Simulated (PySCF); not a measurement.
**Core-level binding energies of `Cc1c(F)n(C)n[n+]1C`**

C₅H₉FN₃ (charge +1).
Numbering: `[CH3:1][c:2]1[c:3]([F:4])[n:5]([CH3:6])[n:7][n+:8]1[CH3:9]`

Method used: PySCF, delta-SCF UKS SCAN, pcX-2 on the ionised atom, pcseg-1 elsewhere, spin-free X2C. These are vertical core ionisation energies against the vacuum level, from separate self-consistent calculations with and without the core hole.

**Question.** Give the core binding energies atom by atom.

**Answer.** 
```csv
atom(s),bonded to,level,binding energy (eV),above the level's lowest (eV),count
F4,C,F 1s,698.96,0.00,1
N5,"N (aromatic in the SMILES), C (aromatic in the SMILES) and C",N 1s,413.05,+1.31,1
N8,"N (aromatic in the SMILES), C (aromatic in the SMILES) and C",N 1s,412.95,+1.21,1
N7,2 N (aromatic in the SMILES),N 1s,411.74,0.00,1
C3,"F, N (aromatic in the SMILES) and C (aromatic in the SMILES)",C 1s,299.12,+3.24,1
C2,"N (aromatic in the SMILES), C (aromatic in the SMILES) and C",C 1s,297.10,+1.22,1
C6,N and 3 H,C 1s,296.98,+1.10,1
C9,N and 3 H,C 1s,296.96,+1.08,1
C1,C and 3 H,C 1s,295.88,0.00,1
```

The listed C 1s values span 3.24 eV, from C1 (bonded to C and 3 H) to C3 (bonded to F, N (aromatic in the SMILES) and C (aromatic in the SMILES)). Summing the Pauling electronegativity differences to the bonded atoms, each weighted by its formal bond order, gives -1.05 for the lowest site and +2.17 for the highest; no listed site has a larger sum than the highest. The values 296.96 and 296.98 eV lie too close for their order to be trusted.

Lowest listed N 1s: N7, bonded to 2 N (aromatic in the SMILES). Highest, 1.31 eV above it: N5, bonded to N (aromatic in the SMILES), C (aromatic in the SMILES) and C. The widest gap between neighbouring values is 1.21 eV, between 411.74 and 412.95 eV.

**Question.** Which photon energy gives electrons from F 1s of F4 a kinetic energy of 200 eV, and what is their de Broglie wavelength?

**Answer.** hν = 698.96 + 200 = 898.96 eV, recoil neglected; λ = 12.264 Å/√(E/eV) = 0.87 Å.

**Question.** Give the binding energy of F 1s of F4 in hartree and in kJ/mol.

**Answer.** 698.96 eV = 25.6863 Eh = 67439 kJ/mol.

The species carries charge +1, so core ionisation leaves charge +2. Isolated species at its PBE0-D3(BJ)/def2-SVP geometry, gas phase.

Time: 2.3 min of wall time; peak memory 0.76 GiB. Hardware: one thread, Intel Xeon 6975P-C (x86_64), shared host.
